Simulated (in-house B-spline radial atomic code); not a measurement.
A fraction x of an electron is removed from 6s in neutral gadolinium, starting from [Xe] 4f7 5d1 6s2 and keeping the highest spin. Level of theory: scalar-relativistic (X2C) PW91, spin-polarised, spherical fractional occupations, Fermi nucleus of rms radius 5.1569 fm; calculated with an all-electron radial atomic-structure program (B-spline basis).

```csv
x,E(x) - E(0) (eV),6s down level (eV)
0,0.0000,-3.786
0.05,0.1947,-4.003
0.17,0.7064,-4.526
0.3,1.3319,-5.097
0.42,1.9753,-5.626
0.5,2.4395,-5.980
0.56,2.8063,-6.246
0.69,3.6560,-6.830
0.81,4.5095,-7.406
0.96,5.6879,-8.382
1,6.0231,-
```

The exact functional would give a straight line between the two integer points. Deviations E(x) - E(0) - x[E(1) - E(0)], in eV: -0.106 at x = 0.05, -0.318 at x = 0.17, -0.475 at x = 0.3, -0.554 at x = 0.42, -0.572 at x = 0.5, -0.567 at x = 0.56, -0.5 at x = 0.69, -0.369 at x = 0.81, -0.094 at x = 0.96.

The curve lies below the straight line by up to 0.572 eV (at x = 0.5): convex, the delocalisation error that favours fractional charges.

(1) How well does Slater's transition state (minus the level at half occupation) give the ionisation energy?

Results:

(1) It gives 5.980 eV against 6.023 eV from the two total energies; NIST lists 6.15 eV, ground level to ground level.
